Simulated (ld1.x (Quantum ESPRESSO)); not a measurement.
# An all-electron radial function and its pseudo partner (H (Z = 1))

Columns: radius, all-electron u(r) and pseudo u(r) of the 1s shell (level -6.33 eV) of hydrogen in the configuration 1s1; PBEsol, non-relativistic, TM semilocal scheme, ld1.x (Quantum ESPRESSO) 7.5.

| r (bohr) | all-electron | pseudo |
| --- | --- | --- |
| 0.040 | 0.0723 | 0.0628 |
| 0.080 | 0.1388 | 0.1249 |
| 0.120 | 0.2000 | 0.1852 |
| 0.160 | 0.2562 | 0.2431 |
| 0.200 | 0.3076 | 0.2979 |
| 0.240 | 0.3546 | 0.3488 |
| 0.280 | 0.3974 | 0.3955 |
| 0.320 | 0.4363 | 0.4376 |
| 0.360 | 0.4715 | 0.4752 |
| 0.400 | 0.5034 | 0.5082 |
| 0.440 | 0.5321 | 0.5370 |
| 0.480 | 0.5578 | 0.5622 |
| 0.520 | 0.5808 | 0.5841 |
| 0.560 | 0.6012 | 0.6034 |
| 0.600 | 0.6192 | 0.6204 |
| 0.640 | 0.6349 | 0.6355 |
| 0.680 | 0.6486 | 0.6488 |
| 0.720 | 0.6604 | 0.6604 |
| 0.760 | 0.6704 | 0.6704 |
| 0.800 | 0.6787 | 0.6787 |
| 0.840 | 0.6854 | 0.6854 |
| 0.880 | 0.6908 | 0.6908 |
| 0.920 | 0.6948 | 0.6948 |
| 0.960 | 0.6976 | 0.6976 |
| 1.000 | 0.6993 | 0.6993 |
| 1.040 | 0.6999 | 0.6999 |

How many radial nodes do the two functions have?

The all-electron 1s function has n − l − 1 = 0; the pseudo-wave has 0.

At about which radius was the pseudo-wave matched?

0.80 bohr. The columns agree to 0.0005 from 0.68 bohr on; several derivatives are matched, so the curves merge somewhat inside the radius.

Is the pseudo-wave norm-conserving?

Yes: the TM semilocal scheme keeps the norm inside the radius equal to the all-electron one, which fixes the energy derivative of the logarithmic derivative at the level.
